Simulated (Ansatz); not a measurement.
Two isomers of C2H5FO2Si: A = `C=C(F)[SiH](O)O`, B = `O=C[SiH](O)CF`.

Gas-phase electronic energies from Ansatz, PBE0-D4/def2-TZVP geometries. CCSD(T)/CBS adds triple-zeta CCSD(T) − MP2 to the extrapolated MP2 energy (def2 sets, frozen cores). Functionals use def2-TZVPP. B3LYP here is the variant with VWN-RPA as its local correlation; programs differ in this. One conformer a species, not always the lowest.

Task: Which isomer does CCSD(T)/CBS put lower? Give the gap. (Estimate.)

Result: Ansatz gave: A, by 178.1 kJ/mol.

Task: Give E(B) − E(A) in kJ/mol with PBE0-D4, PBE-D4, HF/def2-TZVPP, MP2/def2-TZVPP, B3LYP, CCSD/def2-TZVPP, r2SCAN-D4. (An estimate is asked.)

Result: Computed: PBE0-D4 166.7, PBE-D4 157.7, HF/def2-TZVPP 172.4, MP2/def2-TZVPP 181.0, B3LYP 166.2, CCSD/def2-TZVPP 173.9, r2SCAN-D4 174.5. None reverses the order clearly.

Largest T1 diagnostic: 0.014.

From PBE to PBE0 (25 % exact exchange), in def2-TZVPP and without D4, E(B) − E(A) moves by +9.1 kJ/mol.
